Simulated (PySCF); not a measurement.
## Polarisability and C₆ of B (boron, neutral)

[He] 2s2 2p1, 2P determinant. Computed with PySCF 2.14 in aug-cc-pwCVTZ, with no relativity, point nucleus. Coupled (time-dependent) response in atomic units; α is the mean over directions.

```
   method  mean α (bohr³)         α xx, yy, zz  C₆ (like pair)  S(−4)
      UHF           22.20  20.49, 25.64, 20.49           106.4  422.4
      PBE           23.51  20.61, 29.30, 20.61           115.6  386.3
     PBE0           22.48  20.08, 27.27, 20.08           109.6  334.1
    HSE06           22.44  20.10, 27.14, 20.10           109.3  332.6
BHandHLYP           21.62  19.74, 25.38, 19.74           103.8  300.7
```

S(−4) is the Cauchy moment in α(ω) = α(0) + S(−4) ω² + …

Reference α: 20.5 ± 0.1 bohr³ (recommended; Schwerdtfeger and Nagle, table of static dipole polarizabilities (2023 update)). Published C₆: 99.50 (Chu and Dalgarno (2004); Tang, Norbeck and Certain (1976)).

α(iu) at PBE:

```
u (hartree)  α(iu) (bohr³)
          0          23.51
     0.0500          22.60
      0.100          20.38
      0.200          15.11
      0.300          10.89
      0.500          6.023
      0.750          3.361
       1.00          2.130
       1.50          1.078
       2.00         0.6524
       3.00         0.3174
       5.00         0.1283
```

The components differ because the open shell of this determinant is not spherical; for a pure term their mean is the scalar polarisability.
